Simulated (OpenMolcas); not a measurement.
## Pd2+: moving or changing the point charges

Pd2+ among 6 point charges of -1 e arranged as an octahedron (Oh), 1.8 Å from the ion.

- Program: OpenMolcas 26.06
- Method: CASSCF
- Basis: ANO-RCC-VDZP [6s5p3d1f]
- Scalar Hamiltonian: DKH2, point nucleus
- Active space: 8 electrons in 5 orbitals (4d)
- State averaging: 2S+1 = 3 even, 10 roots; 2S+1 = 1 even, 15 roots
- Spin-orbit coupling: RASSI with atomic mean-field integrals over the reference wave functions

Runs around this geometry, states (labels of O, the rotations of Oh). Energies in cm-1 above the lowest state or level, χT in cm3 K/mol; 10Dq and B are least-squares fits to the states below 45000 cm-1, weighted by degeneracy, with a free offset, and given where the rms deviation is under 5 % of |10Dq| (or 100 cm-1) and under 700 cm-1.

```csv
R (Å),q (e),Ground state,First state of that spin,10Dq,B (rms of fit),First gap with spin-orbit (degeneracies),χT at 300 K,First state of another spin
1.8,-0.5,3A2,3T2 3927,3776,930 (70),"3268 (3, 2)",2.340,1E 14006
1.63,-1,3A2,3T2 11685,11166,949 (193),"10651 (3, 2)",1.567,1E 14992
1.8,-1,3A2,3T2 7854,7501,933 (152),"7047 (3, 2)",1.815,1E 14707
1.88,-1,3A2,3T2 6571,6275,931 (132),"5807 (3, 2)",1.944,1E 14559
```

Taking |10Dq| as R^-n, n = -ln(6275 / 11166) / ln(1.88 / 1.63) = 4.0 between the shortest and longest distance. The point-charge formula for a cubic d site gives n = 5.

Scaling the charges by -0.5 / -1 = 0.50 scales |10Dq| by 3776 / 7501 = 0.50; with fixed orbitals a first-order splitting would follow the charge.

Without dynamic correlation the repulsion within the d shell is too large (B by tens of per cent), so at a given field states of lower spin stand too high. Real 4d8 and 5d8 ions are as a rule square planar and diamagnetic. This is an electrostatic model: the charges have no orbitals. No measured value stands beside these numbers.
